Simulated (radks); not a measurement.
Yb, 70 electrons, occupied as [Kr] 4d10 4f14 5s1 5p6 6s2 7s1 (not the ground configuration).

Method: scalar-relativistic Kohn-Sham, LDA (Slater exchange, Perdew-Wang correlation), spin-polarised, spherical densities, point nucleus; open shells are filled with parallel spins first (spin-orbit coupling, left out, can overturn this in heavy ions); computed with a radial shooting solver on a logarithmic mesh with Libxc functionals.

Energy parts (eV):
| part | energy |
|---|---|
| total | -382293.33 |
| kinetic | 416558.76 |
| electron-nucleus | -940701.61 |
| Hartree | 149570.62 |
| exchange-correlation | -7721.10 |

Orbitals (lengths in bohr, moments of r in powers of bohr):
orbital  occ.  eigenvalue (eV)   <1/r>      <r>
1s up       1        -61202.45   80.60  0.01967
1s down     1        -61202.31   80.60  0.01967
2s up       1        -10378.54   18.79  0.08338
2s down     1        -10378.45   18.79  0.08338
2p up       3        -9151.580   17.26  0.07417
2p down     3        -9151.497   17.26  0.07417
3s up       1        -2345.951   6.940   0.2169
3s down     1        -2345.870   6.940   0.2169
3p up       3        -1976.149   6.462   0.2164
3p down     3        -1976.068   6.462   0.2164
3d up       5        -1525.201   6.122   0.1961
3d down     5        -1525.120   6.122   0.1961
4s up       1        -468.7842   2.935   0.4884
4s down     1        -468.6366   2.935   0.4883
4p up       3        -347.4220   2.677   0.5189
4p down     3        -347.2496   2.677   0.5187
4d up       5        -187.6977   2.365   0.5610
4d down     5        -187.4651   2.366   0.5605
4f up       7         -13.0922   1.750   0.7629
4f down     7         -12.6736   1.755   0.7605
5s up       1         -65.0081   1.112    1.194
5s down     0         -64.1304   1.111    1.196
5p up       3         -36.7434  0.9255    1.411
5p down     3         -35.9675  0.9216    1.417
6s up       1          -7.9532  0.3809    3.322
6s down     1          -7.8287  0.3799    3.326
6p up       0          -3.6765  0.2773    4.562
6p down     0          -3.5273  0.2810    4.496
7s up       1          -1.5108  0.1402    8.850
7s down     0          -1.2245  0.1364    9.126

The highest occupied level is 7s up at -1.511 eV. The configuration is held as typed, so some empty levels lie below it. Spin moment in Bohr magnetons: 2.
